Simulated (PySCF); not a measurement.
Isomers of C7H7O2P, mass 154.018 u with the commonest isotopes. Computed with PBE0/pcSseg-1 in PySCF (dipole) on a GFN2-xTB geometry, gas phase. One conformer each, none proved a minimum here; rigid rotors.

Problem. Order these by dipole moment, largest first.
A. `[CH2:1]=[CH:2][c:3]1[o:4][c:5]([CH:6]=[O:7])[c:8]([CH3:9])[p:10]1` with C1–C2–C3–O4 0°, O4–C5–C6–O7 180°
B. `[CH2:1]=[CH:2][c:3]1[p:4][cH:5][o:6][c:7]1[C:8]([CH3:9])=[O:10]` with C1–C2–C3–P4 1°, O6–C7–C8–C9 0°
C. `[CH3:1][O:2][C:3](=[O:4])[c:5]1[cH:6][cH:7][cH:8][p:9][cH:10]1` with C1–O2–C3–O4 0°, O2–C3–C5–C6 180°
D. `[CH3:1][O:2][C:3](=[O:4])[c:5]1[cH:6][cH:7][cH:8][cH:9][p:10]1` with C1–O2–C3–O4 0°, O2–C3–C5–C6 180°

Solution. A (2.63 D), B (2.39 D), D (1.39 D), C (0.51 D).

Problem. Order these by radius of gyration √(Σ m r²/M), largest first.
A. `[CH3:1][O:2][C:3](=[O:4])[c:5]1[cH:6][cH:7][cH:8][cH:9][p:10]1` with C1–O2–C3–O4 0°, O2–C3–C5–C6 180°
B. `[CH2:1]=[CH:2][c:3]1[p:4][cH:5][o:6][c:7]1[C:8]([CH3:9])=[O:10]` with C1–C2–C3–P4 1°, O6–C7–C8–C9 0°
C. `[CH3:1][O:2][C:3](=[O:4])[c:5]1[cH:6][cH:7][cH:8][p:9][cH:10]1` with C1–O2–C3–O4 0°, O2–C3–C5–C6 180°
D. `[CH2:1]=[CH:2][c:3]1[o:4][c:5]([CH:6]=[O:7])[c:8]([CH3:9])[p:10]1` with C1–C2–C3–O4 0°, O4–C5–C6–O7 180°

Solution. C (2.418 Å), D (2.325 Å), A (2.295 Å), B (2.244 Å).

Problem. Order these by rotational constant C, smallest first.
A. `[CH3:1][O:2][C:3](=[O:4])[c:5]1[cH:6][cH:7][cH:8][p:9][cH:10]1` with C1–O2–C3–O4 0°, O2–C3–C5–C6 180°
B. `[CH3:1][O:2][C:3](=[O:4])[c:5]1[cH:6][cH:7][cH:8][cH:9][p:10]1` with C1–O2–C3–O4 0°, O2–C3–C5–C6 180°
C. `[CH2:1]=[CH:2][c:3]1[p:4][cH:5][o:6][c:7]1[C:8]([CH3:9])=[O:10]` with C1–C2–C3–P4 1°, O6–C7–C8–C9 0°
D. `[CH2:1]=[CH:2][c:3]1[o:4][c:5]([CH:6]=[O:7])[c:8]([CH3:9])[p:10]1` with C1–C2–C3–O4 0°, O4–C5–C6–O7 180°

Solution. A (562.2 MHz), D (608.0 MHz), B (624.0 MHz), C (652.8 MHz).

| SMILES | point group | Ia (u·Å²) | Ib (u·Å²) | Ic (u·Å²) | κ | μa (D) | μb (D) | μc (D) |
| --- | --- | --- | --- | --- | --- | --- | --- | --- |
| COC(=O)c1ccccp1 | Cs | 193.02 | 620.01 | 809.85 | -0.81 | 1.18 | 0.73 | 0.00 |
| C=Cc1pcoc1C(C)=O | – | 300.25 | 477.06 | 774.18 | -0.21 | 0.22 | 2.38 | 0.01 |
| COC(=O)c1cccpc1 | Cs | 188.28 | 713.82 | 898.92 | -0.86 | 0.36 | 0.36 | 0.00 |
| C=Cc1oc(C=O)c(C)p1 | Cs | 246.56 | 587.79 | 831.27 | -0.65 | 2.62 | 0.15 | 0.00 |
